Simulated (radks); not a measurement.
Task: All-electron atom: Pt3+ in [Xe] 4f14 5d7 (the NIST ground configuration). All-electron calculation, Dirac Kohn-Sham, Wu-Cohen GGA, spin-unpolarised, spherical densities, finite nucleus; open shells are shared between the two j in proportion to 2j + 1; Fermi nuclear charge, rms radius 5.427 fm. Program: a radial shooting solver on a logarithmic mesh with Libxc functionals.

Spin-orbit splittings of the eigenvalues, e(l+1/2) - e(l-1/2), with zeta = 2 splitting/(2l+1) and mean radii in bohr:

shell  occ.  splitting (eV)  zeta (eV)  <r> j=l-1/2  <r> j=l+1/2
2p        6            1729       1153      0.05906      0.06749
3p        6           380.0      253.4       0.1768       0.1923
3d       10           81.92      32.77       0.1676       0.1723
4p        6           90.56      60.37       0.4179       0.4518
4d       10           16.84      6.737       0.4617       0.4730
4f       14           3.458     0.9879       0.5121       0.5193
5p        6           15.25      10.16        1.027        1.121
5d        7               ?          ?        1.461        1.506

Estimate the 5d splitting.

Result: 1.647 eV (zeta = 0.6589 eV).
